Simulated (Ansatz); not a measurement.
Born–Oppenheimer molecular dynamics of C4H15ClN2Si2 (24 atoms, charge 0, multiplicity 1). It starts from a relaxed structure.

These are results of RKS PBE0-D4/STO-3G (Ansatz), not measurements.

```json
{
 "ensemble": "NVE (velocity Verlet)",
 "time step": "0.25 fs",
 "steps asked": "149",
 "starting velocities drawn for": "1000 K",
 "seed": "734443"
}
```

Frames 0.25 fs apart, positions in Å, forces in eV/Å.

Velocities at 5.0 fs (Å/ps):

```
Si 4.51 -11.57 0.01
Cl -2.47 1.15 0.00
Si -5.55 -2.36 -3.68
H 34.89 -1.88 -14.41
H -2.87 13.62 17.07
H -13.48 26.74 51.30
N 3.12 11.46 -3.77
C 1.69 1.17 1.62
H 1.58 -30.15 22.47
H 4.29 23.41 21.83
H -1.34 -37.42 13.25
C -2.96 20.70 -0.37
H 8.67 23.00 22.23
H 9.86 -5.61 -20.71
H -0.98 9.21 -4.46
N 1.46 -3.79 1.71
C -4.39 -2.35 -1.04
H 2.69 6.20 -26.22
H 25.77 -5.50 8.50
H -14.13 42.21 10.02
C 3.11 -4.55 2.89
H -5.26 -8.43 3.40
H 18.13 10.97 -10.83
H 15.10 -3.44 0.45
```

```xyz
24
Properties=species:S:1:pos:R:3:forces:R:3 time_fs=5.0 energy_less_start_eV=1.269 T=554
Si 0.068 -0.084 -0.208 -0.76 3.65 -0.01
Cl -0.117 0.151 1.915 0.08 -0.12 -0.16
Si 2.182 0.042 -0.868 0.44 -0.02 -0.92
H 2.972 -1.140 -0.720 -0.06 -0.47 0.12
H 2.286 0.437 -2.274 -0.07 0.07 0.59
H 2.729 1.000 0.021 0.50 0.66 0.14
N -0.806 1.395 -0.943 -0.76 -1.14 -0.27
C -2.289 1.396 -0.646 0.96 0.84 -0.06
H -2.683 0.371 -0.812 -0.04 0.53 0.68
H -2.444 1.852 0.366 -0.52 -0.97 -0.23
H -2.820 2.069 -1.347 0.20 -0.11 -0.11
C -0.213 2.787 -0.809 0.65 -2.37 2.78
H -0.752 3.620 -1.322 0.80 -0.92 -0.74
H -0.222 3.085 0.274 -0.19 0.08 -0.38
H 0.857 2.502 -0.965 -0.36 1.82 -0.98
N -0.669 -1.550 -0.547 -1.30 -2.87 -1.20
C -1.926 -2.046 0.086 0.13 2.41 1.42
H -1.972 -1.436 1.016 0.02 -0.72 0.22
H -2.830 -1.633 -0.445 0.35 -1.56 -0.21
H -1.913 -3.129 0.395 -0.24 0.81 -0.95
C -0.464 -2.173 -1.876 0.99 0.19 -1.06
H -1.201 -1.871 -2.644 -0.37 0.00 0.26
H 0.508 -1.889 -2.334 -0.13 0.17 0.54
H -0.435 -3.277 -1.873 -0.33 0.01 0.53
24
Properties=species:S:1:pos:R:3:forces:R:3 time_fs=5.2 energy_less_start_eV=1.297 T=544
Si 0.069 -0.087 -0.208 -0.80 3.75 0.00
Cl -0.117 0.151 1.915 0.08 -0.12 -0.17
Si 2.180 0.041 -0.869 0.69 0.10 -0.58
H 2.981 -1.141 -0.724 -0.15 -0.35 0.11
H 2.286 0.440 -2.270 -0.06 0.10 0.50
H 2.726 1.007 0.034 0.37 0.42 -0.09
N -0.805 1.398 -0.944 -0.78 -1.18 -0.28
C -2.289 1.396 -0.646 1.00 0.53 0.31
H -2.682 0.364 -0.806 0.05 0.76 0.70
H -2.443 1.858 0.372 -0.49 -1.06 -0.44
H -2.821 2.060 -1.344 0.07 0.07 -0.30
C -0.214 2.792 -0.809 0.80 -2.59 2.65
H -0.749 3.626 -1.317 0.72 -0.83 -0.82
H -0.220 3.084 0.269 -0.20 0.16 -0.14
H 0.857 2.505 -0.966 -0.40 1.84 -0.98
N -0.669 -1.551 -0.547 -1.32 -2.92 -1.21
C -1.927 -2.047 0.085 0.35 2.63 1.34
H -1.972 -1.435 1.009 0.00 -0.64 0.37
H -2.823 -1.635 -0.443 0.13 -1.48 -0.35
H -1.917 -3.118 0.397 -0.22 0.45 -0.87
C -0.463 -2.174 -1.875 1.13 0.27 -1.18
H -1.203 -1.873 -2.643 -0.34 -0.01 0.28
H 0.513 -1.886 -2.337 -0.31 0.12 0.62
H -0.432 -3.278 -1.873 -0.32 0.00 0.53
24
Properties=species:S:1:pos:R:3:forces:R:3 time_fs=5.5 energy_less_start_eV=1.337 T=530
Si 0.070 -0.090 -0.208 -0.84 3.85 0.01
Cl -0.118 0.151 1.915 0.08 -0.13 -0.18
Si 2.179 0.040 -0.870 0.94 0.20 -0.25
H 2.989 -1.141 -0.728 -0.23 -0.23 0.10
H 2.285 0.444 -2.265 -0.06 0.14 0.40
H 2.723 1.014 0.047 0.24 0.18 -0.32
N -0.804 1.401 -0.945 -0.78 -1.23 -0.29
C -2.288 1.397 -0.645 1.05 0.23 0.68
H -2.682 0.357 -0.800 0.14 0.97 0.72
H -2.442 1.863 0.377 -0.47 -1.14 -0.63
H -2.821 2.050 -1.341 -0.08 0.26 -0.48
C -0.214 2.797 -0.809 0.92 -2.82 2.49
H -0.747 3.631 -1.312 0.64 -0.73 -0.90
H -0.218 3.083 0.263 -0.21 0.23 0.11
H 0.856 2.509 -0.968 -0.42 1.85 -0.98
N -0.668 -1.552 -0.547 -1.33 -2.96 -1.23
C -1.929 -2.047 0.085 0.59 2.86 1.25
H -1.971 -1.434 1.003 -0.02 -0.55 0.52
H -2.817 -1.638 -0.441 -0.10 -1.39 -0.49
H -1.920 -3.107 0.399 -0.20 0.05 -0.77
C -0.462 -2.175 -1.875 1.26 0.33 -1.28
H -1.204 -1.875 -2.642 -0.30 -0.02 0.31
H 0.517 -1.883 -2.339 -0.48 0.06 0.69
H -0.428 -3.279 -1.872 -0.32 -0.01 0.53
24
Properties=species:S:1:pos:R:3:forces:R:3 time_fs=5.8 energy_less_start_eV=1.387 T=513
Si 0.071 -0.092 -0.208 -0.89 3.93 0.02
Cl -0.118 0.151 1.915 0.08 -0.14 -0.19
Si 2.178 0.040 -0.871 1.18 0.29 0.09
H 2.998 -1.142 -0.731 -0.32 -0.12 0.09
H 2.284 0.448 -2.260 -0.06 0.17 0.29
H 2.720 1.022 0.059 0.12 -0.05 -0.54
N -0.804 1.404 -0.946 -0.79 -1.28 -0.29
C -2.288 1.397 -0.645 1.11 -0.06 1.02
H -2.681 0.350 -0.793 0.21 1.15 0.73
H -2.442 1.867 0.381 -0.44 -1.20 -0.80
H -2.821 2.041 -1.338 -0.22 0.44 -0.67
C -0.215 2.801 -0.809 1.04 -3.03 2.32
H -0.743 3.635 -1.308 0.55 -0.63 -0.98
H -0.216 3.082 0.258 -0.22 0.31 0.37
H 0.856 2.514 -0.971 -0.43 1.85 -0.98
N -0.668 -1.553 -0.546 -1.33 -2.98 -1.23
C -1.930 -2.047 0.085 0.83 3.08 1.14
H -1.970 -1.433 0.997 -0.04 -0.45 0.67
H -2.810 -1.641 -0.439 -0.35 -1.28 -0.64
H -1.924 -3.096 0.400 -0.18 -0.37 -0.67
C -0.461 -2.176 -1.874 1.36 0.40 -1.37
H -1.206 -1.877 -2.641 -0.26 -0.03 0.32
H 0.521 -1.880 -2.341 -0.64 0.01 0.76
H -0.425 -3.280 -1.871 -0.32 -0.02 0.52
24
Properties=species:S:1:pos:R:3:forces:R:3 time_fs=6.0 energy_less_start_eV=1.447 T=492
Si 0.072 -0.095 -0.208 -0.94 4.01 0.03
Cl -0.119 0.152 1.915 0.09 -0.14 -0.20
Si 2.176 0.039 -0.872 1.40 0.36 0.41
H 3.006 -1.143 -0.734 -0.41 0.00 0.08
H 2.283 0.451 -2.255 -0.05 0.20 0.18
H 2.717 1.029 0.072 0.01 -0.27 -0.74
N -0.803 1.406 -0.947 -0.79 -1.32 -0.30
C -2.287 1.397 -0.644 1.17 -0.32 1.34
H -2.681 0.345 -0.786 0.28 1.31 0.73
H -2.442 1.871 0.386 -0.42 -1.25 -0.94
H -2.821 2.032 -1.335 -0.35 0.61 -0.84
C -0.216 2.806 -0.809 1.13 -3.23 2.15
H -0.740 3.639 -1.304 0.45 -0.53 -1.05
H -0.213 3.081 0.253 -0.22 0.38 0.62
H 0.854 2.520 -0.974 -0.43 1.84 -0.97
N -0.668 -1.555 -0.546 -1.32 -2.99 -1.23
C -1.931 -2.047 0.085 1.08 3.30 1.04
H -1.970 -1.433 0.991 -0.06 -0.35 0.82
H -2.804 -1.646 -0.438 -0.60 -1.16 -0.79
H -1.928 -3.085 0.401 -0.16 -0.79 -0.55
C -0.460 -2.178 -1.874 1.43 0.45 -1.44
H -1.208 -1.879 -2.639 -0.22 -0.05 0.34
H 0.525 -1.877 -2.342 -0.77 -0.04 0.81
H -0.422 -3.280 -1.870 -0.31 -0.03 0.52
24
Properties=species:S:1:pos:R:3:forces:R:3 time_fs=6.2 energy_less_start_eV=1.511 T=469
Si 0.073 -0.098 -0.208 -0.98 4.08 0.04
Cl -0.120 0.152 1.915 0.09 -0.15 -0.21
Si 2.175 0.039 -0.873 1.61 0.43 0.73
H 3.014 -1.145 -0.738 -0.49 0.11 0.07
H 2.282 0.455 -2.250 -0.04 0.24 0.06
H 2.714 1.036 0.083 -0.09 -0.47 -0.94
N -0.802 1.409 -0.948 -0.78 -1.36 -0.30
C -2.286 1.398 -0.644 1.22 -0.55 1.62
H -2.680 0.340 -0.778 0.34 1.44 0.72
H -2.442 1.873 0.389 -0.40 -1.29 -1.06
H -2.822 2.024 -1.334 -0.48 0.77 -1.00
C -0.216 2.811 -0.808 1.21 -3.41 1.96
H -0.736 3.643 -1.301 0.35 -0.43 -1.12
H -0.212 3.080 0.248 -0.23 0.45 0.87
H 0.853 2.527 -0.978 -0.41 1.81 -0.96
N -0.668 -1.556 -0.546 -1.31 -2.99 -1.23
C -1.931 -2.047 0.085 1.33 3.50 0.93
H -1.969 -1.433 0.986 -0.08 -0.25 0.96
H -2.798 -1.651 -0.437 -0.85 -1.04 -0.94
H -1.932 -3.075 0.401 -0.14 -1.22 -0.43
C -0.459 -2.179 -1.873 1.48 0.49 -1.49
H -1.210 -1.881 -2.638 -0.18 -0.06 0.36
H 0.528 -1.874 -2.343 -0.88 -0.08 0.84
H -0.419 -3.281 -1.869 -0.30 -0.03 0.51
24
Properties=species:S:1:pos:R:3:forces:R:3 time_fs=6.5 energy_less_start_eV=1.576 T=447
Si 0.074 -0.100 -0.208 -1.03 4.14 0.05
Cl -0.120 0.152 1.915 0.09 -0.16 -0.22
Si 2.174 0.038 -0.873 1.81 0.48 1.02
H 3.022 -1.145 -0.741 -0.57 0.21 0.06
H 2.281 0.459 -2.244 -0.04 0.27 -0.06
H 2.712 1.043 0.095 -0.17 -0.65 -1.11
N -0.802 1.411 -0.949 -0.77 -1.40 -0.30
C -2.285 1.398 -0.643 1.27 -0.74 1.86
H -2.679 0.336 -0.770 0.39 1.54 0.70
H -2.442 1.875 0.393 -0.37 -1.30 -1.15
H -2.823 2.016 -1.332 -0.59 0.90 -1.13
C -0.217 2.815 -0.808 1.26 -3.58 1.78
H -0.732 3.647 -1.298 0.26 -0.33 -1.17
H -0.210 3.079 0.244 -0.23 0.52 1.11
H 0.851 2.535 -0.982 -0.38 1.78 -0.95
N -0.668 -1.558 -0.546 -1.30 -2.97 -1.22
C -1.932 -2.047 0.085 1.56 3.69 0.82
H -1.968 -1.433 0.982 -0.10 -0.15 1.09
H -2.792 -1.656 -0.437 -1.09 -0.91 -1.08
H -1.936 -3.065 0.402 -0.12 -1.63 -0.31
C -0.458 -2.180 -1.873 1.51 0.52 -1.53
H -1.212 -1.884 -2.636 -0.14 -0.07 0.36
H 0.530 -1.871 -2.343 -0.96 -0.11 0.87
H -0.416 -3.282 -1.867 -0.29 -0.04 0.49
24
Properties=species:S:1:pos:R:3:forces:R:3 time_fs=6.8 energy_less_start_eV=1.637 T=425
Si 0.075 -0.102 -0.208 -1.08 4.19 0.05
Cl -0.121 0.152 1.915 0.09 -0.16 -0.23
Si 2.173 0.037 -0.874 1.99 0.52 1.30
H 3.029 -1.146 -0.744 -0.64 0.30 0.05
H 2.281 0.463 -2.239 -0.03 0.31 -0.17
H 2.709 1.049 0.105 -0.25 -0.81 -1.27
N -0.801 1.414 -0.950 -0.75 -1.43 -0.30
C -2.285 1.398 -0.642 1.31 -0.89 2.05
H -2.678 0.333 -0.762 0.43 1.61 0.68
H -2.443 1.877 0.395 -0.35 -1.31 -1.22
H -2.824 2.008 -1.332 -0.67 0.99 -1.22
C -0.217 2.819 -0.807 1.30 -3.71 1.61
H -0.728 3.650 -1.297 0.16 -0.24 -1.22
H -0.208 3.079 0.240 -0.23 0.58 1.32
H 0.850 2.545 -0.987 -0.34 1.73 -0.93
N -0.668 -1.560 -0.546 -1.28 -2.94 -1.20
C -1.933 -2.047 0.085 1.78 3.84 0.72
H -1.968 -1.433 0.978 -0.13 -0.05 1.21
H -2.787 -1.663 -0.438 -1.32 -0.79 -1.21
H -1.941 -3.056 0.402 -0.10 -2.01 -0.19
C -0.457 -2.181 -1.873 1.51 0.54 -1.55
H -1.215 -1.886 -2.634 -0.10 -0.08 0.37
H 0.532 -1.869 -2.343 -1.02 -0.14 0.88
H -0.414 -3.283 -1.865 -0.28 -0.04 0.48
24
Properties=species:S:1:pos:R:3:forces:R:3 time_fs=7.0 energy_less_start_eV=1.688 T=408
Si 0.076 -0.105 -0.208 -1.13 4.23 0.06
Cl -0.121 0.153 1.915 0.09 -0.17 -0.24
Si 2.171 0.037 -0.875 2.14 0.55 1.56
H 3.036 -1.147 -0.747 -0.71 0.39 0.04
H 2.280 0.467 -2.234 -0.03 0.34 -0.28
H 2.706 1.055 0.115 -0.31 -0.95 -1.41
N -0.801 1.416 -0.951 -0.72 -1.46 -0.30
C -2.284 1.399 -0.642 1.33 -0.99 2.18
H -2.676 0.331 -0.753 0.46 1.64 0.65
H -2.444 1.877 0.397 -0.34 -1.29 -1.26
H -2.826 2.001 -1.332 -0.73 1.06 -1.29
C -0.217 2.823 -0.806 1.31 -3.82 1.45
H -0.723 3.654 -1.296 0.07 -0.16 -1.25
H -0.207 3.079 0.238 -0.22 0.63 1.50
H 0.848 2.555 -0.993 -0.28 1.67 -0.91
N -0.668 -1.562 -0.546 -1.25 -2.90 -1.18
C -1.934 -2.046 0.086 1.98 3.95 0.63
H -1.968 -1.433 0.975 -0.15 0.04 1.30
H -2.783 -1.669 -0.439 -1.52 -0.66 -1.33
H -1.945 -3.049 0.402 -0.08 -2.34 -0.09
C -0.456 -2.182 -1.872 1.48 0.55 -1.55
H -1.217 -1.888 -2.631 -0.07 -0.09 0.37
H 0.534 -1.866 -2.342 -1.06 -0.17 0.88
H -0.411 -3.284 -1.862 -0.27 -0.04 0.46
```

Of the whole run (37 fs, mean temperature of the second half 463 K): The conserved energy stayed within 0.15 meV per atom of its start (net change 0.07 meV per atom), so the integration is sound. A run of 0.037 ps of so small a system gives no equilibrium averages. Limits of this set-up: minimal basis.

Time of the run: 14 min on 1 thread of Intel(R) Xeon(R) 6975P-C (Granite Rapids) (shared host), peak memory 0.25 GiB.
